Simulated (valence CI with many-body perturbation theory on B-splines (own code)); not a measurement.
## Mn²⁰⁺ in brief

Level of theory: valence CI with perturbative core correlation (CI+MBPT): three valence electrons over a frozen Dirac-Fock core [He], radial functions for each j: 11 s, 11 p, 9 d, 7 f, 5 g, 2 h, 1 i, with the one-electron correlation potential Σ1 (screened to all orders), the two-electron term Σ2, the three-electron term Σ3, Breit, model QED; selected single and double excitations, second order for the rest (own B-spline code, finite nucleus).

No measured spectrum was set against this ion. As an estimate, levels of excited configurations hold to 0.05 to 0.15 % of their energy, terms of the ground configuration to about 0.5 %.

Names give the largest LS component (configuration and term), which can be under half, so a name can repeat, a term be missing and a line seem to break the LS rules; names also repeat where a configuration has a term twice.

Rates and lifetimes use the calculated energies. Strong lines usually hold to 10 to 20 %, long lifetimes can be off by a factor of two.

(1) What is the ground level?

(2) Among levels below 1075.6 eV, which E1 lines absorb most strongly from the ground level?

(3) What are the static dipole polarisabilities of the lowest levels?

(4) How well does LS coupling describe the low levels?

(5) What is the ionisation energy?

(6) Where does the other parity begin?

(7) How is the term 2P° of the ground level split?

## Answers

(1) 2s2 2p 2P°_1/2, composition 98 % 2s2 2p 2P° + 2 % 2p3 2P°, g = 0.661.

(2) to 2s2 3d 2D_3/2 at 1.286 nm, f = 0.670; to 2s 2p 3p 4S_3/2 at 1.247 nm, f = 0.170; to 2s 2p 3p 2P_1/2 at 1.254 nm, f = 0.121.

(3) 2s2 2p 2P°_1/2 0.0148; 2s2 2p 2P°_3/2 0.0150 (tensor 0.0014) bohr³, of which the core gives 2.36e-05.

(4) Among the lowest 20 levels the leading LS term, summed over configurations, holds 93 % on average. For single configurations the figures are 91 % in LS and 80 % in jj coupling. Terms mix most in the J = 1/2 level at 113.0 eV, where the leading one holds 57 %.

(5) 1643.5 eV; NIST lists 1643.2 ± 0.7 eV (semi-empirical).

(6) At 2s 2p2 4P_1/2, 47.0 eV.

(7) J = 1/2 at 0.0, J = 3/2 at 12.3 eV.
